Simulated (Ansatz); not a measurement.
Cartesian coordinates in Å:
```
C -1.036 1.794 0.656
O -0.051 1.083 -0.060
Si 1.160 0.245 0.667
S 1.991 -1.082 -0.752
Ge 0.060 -2.000 -1.392
H -0.638 2.738 1.044
H -1.428 1.208 1.496
H -1.858 2.018 -0.025
H 2.263 1.126 1.127
H 0.578 -0.478 1.832
H -0.589 -1.148 -2.489
H -0.869 -2.111 -0.173
H 0.417 -3.392 -1.931
```

Total charge 0; spin multiplicity 1.

Task: List the ωB97M-V/def2-TZVPP orbital energies in eV (the Gaussian-basis code of Ansatz). (An estimate is asked.)

Result: The calculation gave: Occupied: -10866.96, -2426.43, -1807.82, -1362.79, -1210.53, -1210.51, -1210.50, -526.27, -282.95, -220.44, -174.57, -163.52, -163.48, -163.39, -148.76, -123.86, -123.78, -123.77, -102.90, -102.88, -102.84, -36.65, -36.61, -36.60, -36.52, -36.52, -31.39, -23.05, -22.03, -18.31, -17.51, -15.59, -15.45, -15.08, -13.04, -12.60, -12.24, -11.64, -11.35, -10.90, -10.70, -9.55. Lowest empty: 1.65, 2.14, 2.26, 2.93, 3.11, 3.30, 3.72, 3.95.
